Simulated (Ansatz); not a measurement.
Program: Ansatz. Geometries: PBE0-D4/def2-TZVP. ΔE: electronic, gas phase. CBS: MP2 limit from def2 TZ/QZ plus the TZ coupled-cluster correction, frozen cores. DFT in def2-TZVPP. B3LYP here is the variant with VWN-RPA as its local correlation; programs differ in this. One conformer a species, not always the lowest.

Reaction (substitution at a C–B bond): `CB[SiH2]C` + `OC1NCS1` → `CN1CSC1O` + `B[SiH2]C`

`CB[SiH2]C`:

Z-matrix (Å, degrees):
```
C
B 1 1.552
H 1 1.093 2 114.5
H 1 1.091 2 116.4 3 130.5
H 1 1.105 2 103.1 3 -113.5
Si 2 2.018 1 124.7 3 -150.2
H 2 1.202 1 117.9 3 33.1
C 6 1.879 2 114.9 1 1.1
H 6 1.496 2 107.7 1 123.2
H 6 1.495 2 109.0 1 -122.1
H 8 1.092 6 111.3 2 179.3
H 8 1.093 6 110.9 2 -60.5
H 8 1.093 6 110.8 2 59.2
```

`OC1NCS1`:

Z-matrix (Å, degrees):
```
C
N 1 1.433
O 1 1.381 2 111.5
S 1 1.858 2 91.1 3 120.9
H 1 1.099 2 115.6 3 -126.5
C 2 1.456 1 100.4 3 -134.0
H 2 1.011 1 115.8 3 99.3
H 3 0.962 1 109.0 2 -160.9
H 6 1.094 2 114.9 1 -101.4
H 6 1.092 2 113.9 1 130.8
```

`CN1CSC1O`:

Cartesian coordinates in Å:
```
C 1.120 -0.784 0.608
N 0.284 0.037 -0.232
C -0.588 -0.627 -1.187
S -1.887 0.630 -0.970
C -0.687 0.888 0.417
O -0.263 2.163 0.687
H 1.859 -1.306 -0.004
H 0.550 -1.533 1.180
H 1.658 -0.145 1.311
H -0.931 -1.616 -0.855
H -0.180 -0.698 -2.198
H -1.088 0.496 1.360
H 0.153 2.495 -0.118
```

`B[SiH2]C`:

```xyz
10

B    -1.692   -0.667    0.369
Si    0.281   -0.317    0.522
C     1.019    0.806   -0.787
H    -2.395   -0.163   -0.458
H    -2.218   -1.411    1.147
H     0.985   -1.636    0.511
H     0.510    0.271    1.878
H     0.538    1.786   -0.771
H     2.090    0.950   -0.626
H     0.881    0.381   -1.784
```

```json
{"level": "PBE0-D4", "ΔE (kJ/mol)": "47.5"}
{"level": "B3LYP-D4", "ΔE (kJ/mol)": "43.7"}
{"level": "ωB97X-V", "ΔE (kJ/mol)": "41.3"}
{"level": "PBE", "ΔE (kJ/mol)": "51.0"}
{"level": "HF/def2-TZVPP", "ΔE (kJ/mol)": "36.6"}
{"level": "CCSD(T)/def2-TZVPP", "ΔE (kJ/mol)": "39.0"}
{"level": "HF/def2-QZVPP", "ΔE (kJ/mol)": "36.9"}
{"level": "MP2/CBS(def2)", "ΔE (kJ/mol)": "42.4"}
```

Q: What does CCSD(T)/CBS give? (An estimate is asked.)

A: Computed: +42.6 kJ/mol. The listed levels differ from it by 4.9, 1.1, -1.3, 8.4, -6.0, -3.6, -5.7, -0.2 kJ/mol.

Largest T1 diagnostic among the species: 0.012.

The D4 term adds −3.2 kJ/mol with B3LYP and −1.7 kJ/mol with PBE0; it sums over pairs of atoms, weighted by their polarisabilities, and B3LYP, whose exchange is more repulsive, gets the larger term.
